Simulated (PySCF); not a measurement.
# What settings do to a single point of [Eu(H2O)2]3+

The sound run of [Eu(H2O)2]3+ (singlet in the valence; each metal's 4f electrons, 6 of them, lie in its core potential, out of spins and levels) uses PySCF 2.14.0, RKS PBE, Eu lcecp-1-SVP with ECP52, O def2-SVP, H def2-SVP; non-relativistic Hamiltonian with scalar-relativistic core potentials where named; density fitting; no spin-orbit coupling, grid (50, 194), threshold 1e-8 Eh and 55 cycles, at the relaxed geometry:

```xyz
7

Eu    1.1027    0.1124   -0.0046
O    -0.1682    0.0349    1.8583
H     0.0886    0.3114    2.7905
H    -1.1090   -0.2954    1.9803
O    -0.1718   -0.0706   -1.8570
H     0.0965   -0.4330   -2.7558
H    -1.1240    0.2094   -2.0117
```

There Eu1 has a Mulliken charge of 2.13 e and the dipole about the centre of mass is 3.32 D. Each run below changes one thing and starts from free metal ions and neutral atoms unless it says otherwise; with 55 cycles, smearing, a level shift and second-order steps follow where DIIS fails, and their cycles count. Energy shifts count from the sound run. On f atoms grids over 110 angular points are at least (60, 302).

```
                                                       change    outcome  cycles  energy shift (eV)  largest force component (eV/Å)  charge on Eu1 (e)  dipole about the centre of mass (D)
start from a density of up to 30 smeared cycles (not counted)  converged       7             0.0000                            0.02               2.13                                 3.32
```

Problem. One further run converged with energy shift (eV) 80.88, largest force component (eV/Å) 24.76, charge on Eu1 (e) 0.61, dipole about the centre of mass (D) 6.15. Which change was it?
A. threshold 0.0001
B. all coordinates × 0.94
C. spin (2S) set to 12, limit 78 cycles

Solution. C.

Problem. And the other changes listed?

Solution. 
```csv
change,outcome,cycles,energy shift (eV),largest force component (eV/Å),charge on Eu1 (e),dipole about the centre of mass (D)
threshold 0.0001,converged,8,0.0000,0.02,2.13,3.33
all coordinates × 0.94,converged,11,0.63,3.03,2.06,3.34
```

Unsound on purpose, so not properties of the compound: spin (2S) set to 12, limit 78 cycles.

Forces carry noise of the integration grid, about 0.01 to 0.03 eV/Å.

An lcecp potential fixes the number of 4f electrons, so in runs with it no electron can move into or out of that shell.
